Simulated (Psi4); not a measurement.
C₇H₁₂O₂ (SMILES C=CC(=O)OC(C)(C)C), singlet, geometry from GFN2-xTB. Base run: HF/6-31G in Psi4.

Psi4 was given this input:
```
memory 2 GB

molecule {
0 1
  C     3.45892219   -0.31080172    0.07113207
  C     2.24550772   -0.73718756   -0.24378480
  C     1.03991795    0.05605322    0.10234703
  O     1.06710931    1.11674681    0.67866389
  O    -0.05373192   -0.57898441   -0.31727737
  C    -1.37709606   -0.02642729   -0.10964455
  C    -1.50525668    1.31735132   -0.82662763
  C    -1.65840556    0.11926591    1.38563779
  C    -2.31528824   -1.05979067   -0.73422633
  H     4.34839884   -0.86763118   -0.16885130
  H     3.58344454    0.62725456    0.58777080
  H     2.05985958   -1.66673944   -0.76004942
  H    -2.52638464    1.67901276   -0.74429864
  H    -0.83522804    2.04829783   -0.38246223
  H    -1.25429965    1.20451065   -1.87936634
  H    -1.51506904   -0.83549141    1.88749867
  H    -2.68410331    0.44517775    1.53397844
  H    -0.98817147    0.85181966    1.82683543
  H    -2.08566729   -1.18201923   -1.78948370
  H    -3.34675000   -0.73650759   -0.63055272
  H    -2.19285664   -2.02056277   -0.24111255
}

set basis 6-31g

energy('scf')
print_variables()
```

The base run was repeated with changes; each row names its change, and settings that it needs were set with it.

| change | ΔE vs base (mEh) | SCF cycles | basis functions | outcome |
|---|---|---|---|---|
| base | 0.000 | 9 | 105 | converged |
| scf_type = disk_df | 0.000 | 9 | 105 | converged |
| damping_percentage = 50 | - | - | 105 | not converged |
| puream = true | 0.028 | 9 | 105 | converged |
| level_shift = 1.0 | 0.000 | 9 | 105 | converged |
| level_shift = 0.3 | 0.000 | 9 | 105 | converged |
| basis_guess = sto-3g | 0.000 | 9 | 105 | converged |
| damping_percentage = 20 | -0.010 | 12 | 105 | converged |
| d_convergence = 1e-4 | 0.000 | 9 | 105 | converged |
| scf_type = direct | -0.448 | 11 | 105 | converged |
| soscf = true | 0.000 | 6 | 105 | converged |
| d_convergence = 1e-10 | 0.000 | 18 | 105 | converged |
| cholesky_tolerance = 1e-3 (with scf_type cd) | 18.099 | 9 | 105 | converged |
